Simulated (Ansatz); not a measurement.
System: ZrI$_{3}$, net charge 0, doublet state. The spin state was set by rule; other spins were not relaxed. SMILES of the parent species: [I][Zr]([I])[I]
Coordinates optimised at B3LYP-D3(BJ)/def2-TZVP (Ansatz, an electronic-structure program):
```xyz
4

Zr     0.0000     0.0000     0.0000
I     -2.1313    -1.6446    -0.2542
I     -0.0141     2.4259    -1.1945
I      2.1454    -0.7813     1.4486
```
Charge 0, spin multiplicity 2.

Computed values are from Ansatz. Cores are frozen in the correlated levels unless marked. Open shells are spin-unrestricted. Spin-orbit coupling is left out. Frozen are the shells of the preceding noble gas and the d and f shells that filled before the atom's block. In def2 rows, elements after Kr have scalar-relativistic effective core potentials. CBS marks a two-point X^-3 extrapolation of the correlation energy; Hartree-Fock from the larger set. The bracket is a focal-point correction in the basis named.

Problem. What is the total energy at RI-MP2/CBS(def2-TZVPPD,def2-QZVPPD)+[CCSD(T)-MP2]/def2-TZVPPD?

Solution. -937.4155 Eh.

Problem. What is the T1 diagnostic at CCSD/def2-TZVPPD?

Solution. 0.023.

Problem. What is the atomisation energy De at RI-MP2/CBS(def2-TZVPPD,def2-QZVPPD)+[CCSD(T)-MP2]/def2-TZVPPD?

Solution. 1134.4 kJ/mol.

Problem. What is the dipole moment at CCSD(T)/def2-SVPD?

Solution. 0.00 D.
